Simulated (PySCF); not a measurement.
Compound: C₆H₈NP.
Atom-mapped SMILES: `[CH3:1][c:2]1[cH:3][c:4]([CH3:5])[p:6][cH:7][n:8]1`

NICS = −σ at a ghost point: NICS(0) at the centroid of the ring atoms, NICS(1) 1 Å to either side along the normal of their mean plane, zz for the tensor component along that normal. Level: GIAO PBE0/pcSseg-1 (PySCF, non-relativistic, gas phase) on the GFN2-xTB geometry, one conformer.

Ring bond lengths (Å), with Mayer bond orders in brackets: C2–C3 1.395 (1.31), C3–C4 1.381 (1.42), C4–P6 1.752 (1.26), P6–C7 1.743 (1.31), C7–N8 1.309 (1.49), N8–C2 1.324 (1.49).

Problem. What do the NICS probes read (ppm)?

Solution. 
| ring | type | NICS(0) | NICS(1), two faces | NICS(1)zz, two faces | rms pucker (Å) | centre to ring atoms, mean (Å) |
| --- | --- | --- | --- | --- | --- | --- |
| C2–C3–C4–P6–C7–N8 | 6-membered ring with N and P; formal bonds all aromatic | -6.6 | -10.5 / -10.5 | -25.2 / -25.2 | 0.00 | 1.47 |

Problem. What do they say, and how far can they be read as aromaticity?

Solution. 
- C2–C3–C4–P6–C7–N8: mean NICS(1)zz -25.2 ppm, shielded.

Problem. How equal are the bonds by HOMA? HOMA takes Krygowski's 1993 parameters.

Solution. 
- C2–C3–C4–P6–C7–N8: HOMA 0.89; the largest term is that of C4–P6, α(R − Ropt)² = 0.35.

Problem. Give the inner angles of the rings and the Hirshfeld charges of the ring atoms.

Solution. 
- C2–C3–C4–P6–C7–N8: C2 123.9° (+0.079 e), C3 124.1° (-0.059 e), C4 122.5° (-0.030 e), P6 98.2° (+0.064 e), C7 129.1° (-0.042 e), N8 122.1° (-0.153 e); sum 720.0° against 720° for a flat convex ring.

Problem. What are the shieldings of the ring atoms and their hydrogens in the same run (means over atoms taken as equivalent)?

Solution. 
```
  atoms                          environment  σ isotropic (ppm)  principal values of the symmetric part, first atom (ppm)
     C2          substituted aromatic carbon               25.2                                        -61.5, -9.8, 146.8
     C3                   aromatic CH carbon               57.2                                        -48.5, 57.6, 162.3
     C4          substituted aromatic carbon               -3.2                                      -173.9, -19.9, 184.1
     P6             phosphorus bonded to 2 C              127.7                                       -93.9, -59.0, 536.0
     C7  aromatic CH next to a ring nitrogen               -5.3                                       -176.7, 19.1, 141.7
     N8               pyridine-type nitrogen             -101.5                                     -439.7, -166.2, 301.4
H on C3                    aromatic hydrogen              24.04                                          19.6, 21.8, 30.7
H on C7                    aromatic hydrogen              21.22                                          18.3, 18.3, 27.0
```
